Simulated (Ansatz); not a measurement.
Geometry optimisation, DFT r2SCAN-D3(BJ), scalar-relativistic, plane waves, PAW (Ansatz 0.2.0).

Input:

```yaml
crystal:
  lattice:
    - [8.051748, 0.0, 0.0]
    - [0.0, 8.051748, 0.0]
    - [0.0, 0.0, 8.051748]
  atoms:
    - { symbol: C, position: [0.2982822, 0.2833036, 0.4164283] }
    - { symbol: C, position: [0.3862157, 0.3309725, 0.5677925] }
    - { symbol: "N", position: [0.4571457, 0.3694238, 0.6898878] }
    - { symbol: H, position: [0.1643538, 0.2873038, 0.4370835] }
    - { symbol: H, position: [0.3295372, 0.3683627, 0.3155942] }
    - { symbol: H, position: [0.3331565, 0.1574902, 0.3799013] }
    - { symbol: C, position: [0.602092, 0.8997829, 0.4276008] }
    - { symbol: C, position: [0.7468845, 0.8403552, 0.3358444] }
    - { symbol: "N", position: [0.8636788, 0.792419, 0.2618308] }
    - { symbol: H, position: [0.6411366, 0.9584331, 0.5434245] }
    - { symbol: H, position: [0.533918, 0.9905211, 0.3534501] }
    - { symbol: H, position: [0.5195825, 0.7962148, 0.4566746] }
    - { symbol: C, position: [0.8981957, 0.2737547, 0.5493058] }
    - { symbol: C, position: [0.9008394, 0.1275424, 0.656687] }
    - { symbol: "N", position: [0.9029719, 0.0096028, 0.7433041] }
    - { symbol: H, position: [0.9883084, 0.3652115, 0.5928352] }
    - { symbol: H, position: [0.9293791, 0.238753, 0.4220976] }
    - { symbol: H, position: [0.7748613, 0.3300333, 0.5501908] }
    - { symbol: C, position: [0.4211199, 0.8368053, 0.9408743] }
    - { symbol: C, position: [0.3584524, 0.9907452, 1.0136139] }
    - { symbol: "N", position: [0.3079028, 1.1149181, 1.072288] }
    - { symbol: H, position: [0.5009866, 0.864452, 0.8348724] }
    - { symbol: H, position: [0.4928373, 0.7676142, 1.0327909] }
    - { symbol: H, position: [0.3178541, 0.7596578, 0.8988755] }
    - { symbol: C, position: [0.8112713, 0.4778605, 0.0458666] }
    - { symbol: C, position: [0.8996637, 0.3220678, 0.074696] }
    - { symbol: "N", position: [0.9709639, 0.1964003, 0.0979507] }
    - { symbol: H, position: [0.8817674, 0.5564141, -0.0392162] }
    - { symbol: H, position: [0.6894839, 0.4530434, -0.0082759] }
    - { symbol: H, position: [0.7944095, 0.5442446, 0.1628636] }
    - { symbol: C, position: [0.1513842, 0.6290616, 0.3469096] }
    - { symbol: C, position: [0.0559169, 0.6388507, 0.5008768] }
    - { symbol: "N", position: [-0.0210902, 0.646747, 0.6250717] }
    - { symbol: H, position: [0.2634121, 0.5551702, 0.366126] }
    - { symbol: H, position: [0.07697, 0.5711417, 0.2495071] }
    - { symbol: H, position: [0.1873786, 0.7533252, 0.3063829] }
basis:
  ecutwfc: 500.0
kpoints:
  mp_grid: { grid: [1, 1, 1] }
hamiltonian:
  xc: r2scan
  dispersion: d3bj
scf:
  occupations: { method: fermi_dirac, width: 0.05 }
  lower_state_search: "off"
relax:
  f_tol: 0.3
  max_steps: 15
  adjacent_minimum: "off"
```

Command:

```bash
$ ansatz run input.yaml --threads 1 --pin off --max-ram 3072MiB --backend cpu --events-out ev --progress --plain --runs-dir out
```

Problem. Where does it end, and by what steps?

Solution. It converged. The threshold is loose, so the end isn't yet a minimum. The force dipped under the threshold on the way, but the program's further checks kept it going. Limits of this set-up: coarse k mesh. After 13 steps the energy has fallen by 1.688 eV; H6 moved furthest, 1.42 Å.

| step | energy less start (eV) | largest force component (eV/Å) | accepted |
| --- | --- | --- | --- |
| 0 | 0.0000 | 2.713 | yes |
| 1 | -0.6142 | 0.300 | yes |
| 2 | -0.6142 | 0.300 | yes |
| 3 | -0.8449 | 0.379 | yes |
| 4 | -1.0088 | 1.279 | yes |
| 5 | -1.1619 | 1.411 | yes |
| 6 | -1.3216 | 0.925 | yes |
| 7 | -1.4462 | 0.420 | yes |
| 8 | -1.5245 | 0.276 | yes |
| 9 | -1.5771 | 0.334 | yes |
| 10 | -1.6203 | 0.502 | yes |
| 11 | -1.6501 | 0.596 | yes |
| 12 | -1.6882 | 0.265 | yes |
| 13 | -1.6882 | 0.265 | yes |

```xyz
36
Lattice="8.0517 0.0000 0.0000 0.0000 8.0517 0.0000 0.0000 0.0000 8.0517" Properties=species:S:1:pos:R:3
C 2.496 2.132 3.694
C 3.330 3.061 4.424
N 3.992 3.820 4.993
H 1.623 2.651 3.275
H 3.051 1.673 2.859
H 2.139 1.340 4.373
C 4.431 6.934 3.809
C 5.367 6.197 2.995
N 6.102 5.603 2.334
H 4.973 7.503 4.565
H 3.866 7.613 3.170
H 3.763 6.234 4.311
C 7.045 2.459 4.665
C 6.668 1.342 5.500
N 6.333 0.448 6.153
H 7.931 2.956 5.061
H 7.252 2.125 3.645
H 6.229 3.185 4.637
C 3.823 6.450 7.367
C 3.718 7.583 8.259
N 3.642 8.480 8.982
H 4.759 6.524 6.810
H 3.833 5.522 7.946
H 2.974 6.415 6.677
C 6.369 3.528 -0.167
C 7.220 2.784 0.732
N 7.907 2.219 1.470
H 6.936 3.855 -1.042
H 5.526 2.916 -0.488
H 6.016 4.415 0.360
C 1.294 5.696 2.406
C 0.981 5.559 3.813
N 0.755 5.416 4.937
H 2.340 5.433 2.239
H 0.652 5.032 1.828
H 1.119 6.720 2.075
```

Whether the end is a true minimum wasn't checked by a vibrational analysis.

Run time: 6.2 min on 1 thread of Intel(R) Xeon(R) Platinum 8488C (Sapphire Rapids), with other jobs on the host, peak memory 1.4 GiB.
